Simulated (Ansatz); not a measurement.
Geometry optimisation, UKS B3LYP-D4/def2-TZVP in Ansatz 0.2.0.

Input:

```yaml
crystal:
  periodic: [false, false, false]
  atoms:
    - { symbol: Cl, position_ang: [-0.25803, -2.48204, 0.74821] }
    - { symbol: Ge, position_ang: [0.06409, -0.57345, -0.13719] }
    - { symbol: H, position_ang: [0.66132, -0.95113, -1.56024] }
    - { symbol: H, position_ang: [1.35568, -0.05403, 0.62873] }
magnetization:
  spin_polarized: true
  initial_magnetization: 1
basis:
  gaussian: { orbitals: def2-TZVP }
hamiltonian:
  xc: b3lyp
  dispersion: d4
relax:
  f_tol: 0.015
  max_steps: 40
output:
  orbitals: {}
```

Run as:

```bash
$ ansatz run input.yaml --threads 2 --pin off --max-ram 3072MiB --backend cpu --events-out ev --progress --plain --runs-dir out
```

**Question.** Where does it end, and by what steps?

**Answer.** It converged. After 4 steps the energy has fallen by 0.126 eV; Ge2 moved furthest, 0.12 Å.

```tsv
step	energy less start (eV)	largest force component (eV/Å)	accepted
0	0.0000	1.416	yes
1	-0.0773	0.588	yes
2	-0.1063	0.414	yes
3	-0.1257	0.044	yes
4	-0.1258	0.007	yes
```

```xyz
4
Properties=species:S:1:pos:R:3
Cl -0.304 -2.520 0.778
Ge 0.177 -0.611 -0.157
H 0.613 -0.933 -1.611
H 1.337 0.003 0.670
```

Run time: 5.9 s on 2 threads of Intel(R) Xeon(R) 6975P-C (Granite Rapids) (shared host), peak memory 0.23 GiB.
